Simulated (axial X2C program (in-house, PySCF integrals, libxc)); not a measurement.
Low determinants of CuF at the PBE0 level, two-component

Calculated with an in-house all-electron X2C program for linear molecules (integrals from PySCF). Two-component (2c) means X2C with spin–orbit coupling and atomic mean-field two-electron Coulomb and Gaunt terms. Basis: Cu dyall-v3z [9s9p6d3f2g], F dyall-v3z [6s5p2d1f] (cores contracted in-house); Gaussian nuclei, density fitting, unrestricted open shells. Masses: Cu 62.930 u, F 18.998 u.

Search at 1.760 Å (vertical energies from the lowest determinant):

| ΔE (eV) | state | electrons beyond evenly filled partner blocks | electrons in ±ω = 1/2, 3/2, 5/2, 7/2 |
| --- | --- | --- | --- |
| 0.00 | Ω = 0 | none | 26 10 2 0 |
| 1.44 | Ω = 1 | 2 × ω = 1/2 | 26 10 2 0 |
| 1.77 | Ω = 2 | ω = 1/2, ω = 3/2 | 27 9 2 0 |
| 1.92 | Ω = 1 | ω = -1/2, ω = 3/2 | 27 9 2 0 |
| 2.53 | Ω = 3 | ω = 1/2, ω = 5/2 | 27 10 1 0 |
| 2.67 | Ω = 2 | ω = -1/2, ω = 5/2 | 27 10 1 0 |
| 5.72 | Ω = 2 | ω = 1/2, ω = 3/2 | 25 11 2 0 |

Lowest determinant, Ω = 0 (closed shell): Re = 1.742 Å, ωe = 624.3 cm⁻¹.

The determinant in row 2 of the search, Ω = 1 (⟨Sz⟩ = 0.99, ⟨Lz⟩ = 0.01 at PBE0), was followed along the bond at PBE0; measured from the minimum of the lowest determinant it gives:

Te = 1.439 eV (11605 cm⁻¹), Re = 1.743 Å, ωe = 654.9 cm⁻¹.

Task: Compare the bond of the determinant in row 2 with that of the lowest one.

Result: At PBE0 its Re is 0.001 Å longer and its force constant, which goes as ωe², is 1.10 times that of the lowest determinant. T0 ≈ Te + Δωe/2 = 11605 + (15) = 11620 cm⁻¹.

The search compares states at one distance, so a state with another bond length can lie lower; it is not exhaustive and yields mostly the lowest determinant of each block pattern, so other components and higher states of one pattern are missing. These are energies of single determinants, not of spin-adapted states; PBE0 term energies can be off by some tenths of an eV, and the functional has no current term. Open-shell Ω = 0 determinants with evenly filled partner blocks cannot be reached by this program, so the Ω shown need not be the lowest component.
